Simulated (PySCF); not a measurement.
**Stretching CsMg**

Set-up: PySCF, scalar-relativistic core potentials, basis sets Cs def2-SVPD with ECP46, Mg def2-SVPD. Energies in eV from Cs + Mg in their ground configurations at the same level. State: ²Σ⁺ (doublet), unpaired electrons σ ↑.

| R (Å) | revPBE | B2PLYP | ROHF | ROHF-CCSD(T) |
| --- | --- | --- | --- | --- |
| 3.761 | -0.0490 | 0.0641 | 0.2832 |  |
| 3.936 | -0.1034 | 0.0059 | 0.1978 | -0.0038 |
| 4.111 | -0.1333 | -0.0288 | 0.1381 | -0.0403 |
| 4.242 | -0.1445 | -0.0442 | 0.1056 | -0.0564 |
| 4.373 | -0.1487 | -0.0531 | 0.0810 | -0.0658 |
| 4.504 | -0.1479 | -0.0573 | 0.0623 | -0.0704 |
| 4.679 | -0.1415 | -0.0582 | 0.0443 | -0.0716 |
| 4.898 | -0.1282 | -0.0546 | 0.0293 | -0.0684 |
| 5.160 | -0.1090 | -0.0474 | 0.0183 | -0.0619 |
| 5.510 | -0.0831 | -0.0372 | 0.0100 |  |

**Question.** Put a parabola through the three lowest points of the revPBE curve and estimate Re, k and ωe (reduced mass 20.32 u; 1 eV/Å² = 0.16022 mdyn/Å; ωe = 1302.8·√(k/μ) cm⁻¹).

**Answer.** Through R = 4.242, 4.373, 4.504 Å the second-order coefficient is 0.146 eV/Å², so Re ≈ 4.418 Å, k ≈ 0.0467 mdyn/Å and ωe ≈ 62 cm⁻¹. A polynomial fit of higher order to the unrounded revPBE energies gives Re = 4.413 Å, k = 0.0422 mdyn/Å, ωe = 59.4 cm⁻¹; anharmonicity and rounding make the difference.

The higher-order fit for each curve: revPBE: Re = 4.413 Å, ωe = 59.4 cm⁻¹, De = 0.149 eV; B2PLYP: Re = 4.621 Å, ωe = 41.9 cm⁻¹, De = 0.058 eV; ROHF-CCSD(T): Re = 4.636 Å, ωe = 41.0 cm⁻¹, De = 0.072 eV. ROHF gives no reliable minimum on this grid.

Correlated steps freeze 1 core orbital. The bond is weak. Basis-set superposition, not corrected here, can be much of De in a small basis, most of all at correlated wavefunction levels. Functionals without a dispersion term scatter widely for such bonds, and LDA overbinds them. Spin–orbit coupling is left out. B2PLYP dipoles, levels and charges come from its SCF part alone. The state is the lowest determinant that a PBE0 search found; another state may lie lower at other levels.
